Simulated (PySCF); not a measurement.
## SMILES CSc1cnc(C=S)nc1, C6H6N2S2

Geometry:
| atom | x (Å) | y (Å) | z (Å) |
| --- | --- | --- | --- |
| C1 | -3.046 | -0.935 | 0.380 |
| S2 | -2.446 | 0.759 | 0.476 |
| C3 | -0.721 | 0.578 | 0.297 |
| C4 | 0.083 | 1.732 | 0.324 |
| N5 | 1.395 | 1.683 | 0.196 |
| C6 | 1.958 | 0.475 | 0.034 |
| C7 | 3.422 | 0.480 | -0.104 |
| S8 | 4.376 | -0.809 | -0.311 |
| N9 | 1.289 | -0.678 | -0.006 |
| C10 | -0.025 | -0.631 | 0.123 |
| H11 | -2.817 | -1.393 | -0.593 |
| H12 | -4.136 | -0.864 | 0.488 |
| H13 | -2.649 | -1.554 | 1.197 |
| H14 | -0.373 | 2.722 | 0.456 |
| H15 | 3.832 | 1.499 | -0.050 |
| H16 | -0.552 | -1.590 | 0.087 |

Level of theory: quadratic response CAM-B3LYP/aug-cc-pVDZ first hyperpolarisability, Taylor convention, gas phase in PySCF 2.14.0. Geometry: PBE0-D3(BJ)/def2-SVP.

Task: Give β for the processes computed.

Result: In au, Taylor convention; the vector part is βᵢ = ⅓ Σⱼ (βᵢⱼⱼ + βⱼᵢⱼ + βⱼⱼᵢ); β∥ is 3/5 of the vector part along the dipole, the dipole points from − to +:
```
                   process  λ (nm)  β vector norm      β∥   β HRS  depolarisation ratio
           static β(0;0,0)       ∞         3053.4  1822.8  1271.7                  4.90
second harmonic β(−2ω;ω,ω)    1907         3599.5  2148.3  1497.9                  4.92
         Pockels β(−ω;ω,0)    1907         3220.4  1922.4       –                     –
         Pockels β(−ω;ω,0)    1064         3643.3  2174.4       –                     –
```

Second harmonics within 0.3 eV of the first excitation or beyond it are left out.

Task: Which lowest excitations, dipole and polarisabilities go with it?

Result: S1 1.92 eV (f = 0.000); S2 3.75 eV (f = 0.000); S3 3.96 eV (f = 0.576); dipole 5.13 D; isotropic α 142.8 au static, 144.0 au at 1907 nm, 146.8 au at 1064 nm, 147.8 au at 953.5 nm.
